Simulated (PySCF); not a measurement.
Ga(Cl)(OMe)(NH2) (CH₅ClGaNO), SMILES C[O][Ga]([NH2])[Cl].

Coordinates come from a r2SCAN-D4/def2-SVP optimisation. The structure was generated by enumeration; whether it is a known compound was not checked. The values are those of a single conformer.

Two levels are set side by side: TDA-PBE/def2-SVPD (PySCF) and TDA-PBE0/def2-SVPD (PySCF). Vertical, same geometry. The lowest singlet is HOMO→LUMO 97 % with PBE and HOMO→LUMO 97 % with the other functional; states are paired by order. Differences are taken from unrounded values.

| quantity | TDA-PBE0 | TDA-PBE | TDA-PBE minus TDA-PBE0 |
|---|---|---|---|
| lowest singlet excitation (eV) | 5.51 | 4.68 | -0.83 |
| lowest triplet excitation (TDA) (eV) | 5.09 | 4.38 | -0.70 |
| first bright state (f over 0.05) (eV) | 6.95 | 6.17 | -0.79 |
| its oscillator strength | 0.12 | 0.10 | -0.02 |

A lower first singlet is the usual sign of a functional without exact exchange. Differences between two approximate levels are no errors against the true value.

Rough cost on one machine, each run with all the roots and properties that it gave: TDA-PBE0 against TDA-PBE about 2 times.
